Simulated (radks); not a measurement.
The numbers below are computed, except where a source is named.
Ionisation of Si, [Ne] 3s2 3p2, to Si+, [Ne] 3s2 3p1, under several functionals. Scalar-relativistic Kohn-Sham, spin-polarised, spherical densities, finite nucleus; open shells are filled with parallel spins first; a radial shooting solver on a logarithmic mesh with Libxc functionals.

functional                                      E(Si) (hartree)  Exc (hartree)  IE (eV)  -e(HOMO) (eV)  <r> HOMO (bohr)  IE error (eV)
TASK exchange with Perdew-Wang LDA correlation       -289.91541      -20.75093    8.634          5.082            2.678         +0.483
BLYP                                                 -290.02283      -20.84799    8.000          4.331            2.754         -0.152
revPBE                                               -289.95785      -20.78427    8.256          4.610            2.742         +0.104
LDA (Slater exchange, Perdew-Wang correlation)       -288.84546      -19.62882    8.258          4.615            2.744         +0.106
RPBE                                                 -289.99121      -20.81831    8.265          4.620            2.746         +0.113
SOGGA                                                -289.23262      -20.03359    8.172          4.538            2.746         +0.021
r2SCAN                                               -289.98054      -20.81472    8.413          4.836            2.725         +0.261

NIST Atomic Spectra Database: 8.152 eV (measured). Closest: SOGGA. The Delta-SCF values span 0.63 eV, the total energies 1.18 hartree. The highest occupied level is 3p. Open shells are spherical and high-spin; term and fine-structure splittings are not resolved.
